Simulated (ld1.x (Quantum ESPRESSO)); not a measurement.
**Ge (Z = 32): one change to a TM potential, before and after**

ld1.x (Quantum ESPRESSO) 7.5 input, shortened:

```
&input
   title='Ge', zed=32., rel=1, dft='PW91', iswitch=3,
   config='[Ar] 3d10 4s2 4p2'
 /
 &inputp
   pseudotype=2, tm=.true., lloc=0,
   nlcc=.false.
 /
3
4P  2  1   2.00   0.00  2.05  2.05  0.0
3D  3  2  10.00   0.00  1.10  1.10  0.0
4S  1  0   2.00   0.00  1.80  1.80  0.0
 &test
   configts(1)='3d10 4s2 4p2'
 /
```

Change: functional PBE.

Cutoffs: the cutoffs (Ry, on a coarse ladder) from which the occupation-weighted sum of valence levels, in a spherical-Bessel basis at the reference potential, stays within 10 and 1 mRy of its value at 400 Ry; they do not see the model core or the augmentation charge, which bear on the density cutoff. Errors are all-electron minus pseudo energies relative to the spin-unpolarised reference configuration.

Question: How do hardness, ghosts and transferability respond?

Answer: Of the 7 tests that both files solve, the error grows in 3 and shrinks in 0 by more than 15 % and 0.3 meV (median size 21.0 → 41.1 meV); neither file shows a bound ghost.

| quantity | base | changed |
| --- | --- | --- |
| cutoff, loose | 230 Ry | 230 Ry |
| cutoff, tight | over 300 Ry | over 300 Ry |
| bound ghosts | none | none |
| error for 3d10 4s2 4p1, meV [ΔE 7.50 → 7.44 eV] | -0.8 | -0.7 |
| error for 3d10 4s2 4p0, meV [ΔE 23.03 → 22.88 eV] | -0.2 | +2.4 |
| error for 3d10 4s1 4p0, meV [ΔE 57.93 → 57.67 eV] | +21 | +41 |
| error for 3d10 4s2 4p1.5, meV [ΔE 2.83 → 2.80 eV] | -0.4 | -0.4 |
| error for 3d9 4s2 4p2, meV [ΔE 38.78 → 38.69 eV] | -737 | -739 |
| error for 3d9 4s2 4p3, meV [ΔE 29.67 → 29.63 eV] | -798 | -800 |
| error for 3d10 4s0 4p0, meV [ΔE 104.36 → 104.02 eV] | +122 | +176 |
| s: phases at 2.26 bohr within 0.05 rad from the reference energy up to (Ry; the scan ends near 5) | 3.2 | 3.2 |
| p: phases at 2.26 bohr within 0.05 rad from the reference energy up to (Ry; the scan ends near 5) | to the end of the scan | to the end of the scan |
| d: phases at 2.26 bohr within 0.05 rad from the reference energy up to (Ry; the scan ends near 5) | 0.2 | 0.2 |
